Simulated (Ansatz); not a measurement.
Job for Ansatz (a first-principles code): R-CAM-B3LYP/def2-TZVPP on NiS, 2S+1 = 1, a spin state set in the input, which need not be the lowest, a point of a bond scan (R = 1.959 Å).

Ansatz 0.2 input:
```yaml
crystal:
  periodic: [false, false, false]
  atoms:
    - {symbol: Ni, position_ang: [0.00000000, 0.00000000, 0.00000000]}
    - {symbol: S, position_ang: [0.00000000, 0.00000000, 1.95888200]}
basis:
  gaussian:
    orbitals: def2-TZVPP
    pivot_positions_ang: [[0.00000000, 0.00000000, 0.00000000], [0.00000000, 0.00000000, 1.95888200]]
hamiltonian:
  xc: {name: CAM-B3LYP}
output: {forces: true, orbitals: {seedname: ./end}}
```

It printed:

```
WARN ansatz: RAYON_NUM_THREADS=2 ignored (pool sized by the plan → 2); use --threads N
Functional definition: CAM-B3LYP
integrals: 0.04 GiB planned
826 factors; their error is unknown
integrals: 0.08 GiB planned
133 factors; integrals over basis functions are off by at most 2.2e-5 eV
mean field: 0.38 GiB planned
mean field evaluation 1: about -51865.5804 eV, gradient 1.2e2 eV
mean field evaluation 2: about -51197.5285 eV, gradient 4.8e2 eV
mean field evaluation 4: about -51871.8669 eV, gradient 8.0e1 eV
mean field evaluation 8: about -51880.2795 eV, gradient 2.4e0 eV
mean field evaluation 16: about -51880.3709 eV, gradient 2.5e-3 eV
mean field -51880.37089610 eV, -1906.5684646534 hartree, gradient 2.1e-5 eV, S^2 0.000000; 1 other end points of the search recorded, 0 dependent functions left out
the calculation of the forces begins
reference -51880.37098433 eV, -1906.5684678957 hartree; 22, 22 occupied and 84, 84 virtual orbitals, 826 factors
Total energy: -51880.37098433 eV, -1906.5684678957 hartree
Atom 0 at     0.000000     0.000000     0.000000 Å, force    -0.000000     0.000000     0.353485 eV/Å
Atom 1 at     0.000000     0.000000     1.958882 Å, force    -0.000000     0.000000    -0.353485 eV/Å
Dipole moment:    -0.000000    -0.000000    -0.831752 e Å
```

Self-consistency was reached.

Cost: roughly 7 core-seconds.
